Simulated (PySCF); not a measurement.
C3H3N2, SMILES [c]1ccn[nH]1, multiplicity 2.

Coordinates come from a B3LYP-D3(BJ)/def2-SVP optimisation. The isomer is the one that the SMILES or the coordinates give; other isomers of the formula were not compared.

All values below come from ωB97X/def2-TZVP run with PySCF.

The molecule is in vacuum.

Computed frontier levels, dipole moment and polarisability:
- α spin, highest occupied and lowest empty level = -9.81 and 2.41 eV
- β spin, highest occupied and lowest empty level = -9.55 and -1.42 eV
- dipole moment = 1.35 D
- quadrupole, principal values (traceless, Buckingham form, about the centre of nuclear charge) = -5.61, -5.32, 10.93 D·Å
- mean static polarisability = 43.9 bohr³ (6.51 Å³)
- polarisability, principal values = 30.1, 49.5, 52.1 bohr³
- ⟨S²⟩ = 0.761 (pure state 0.75)
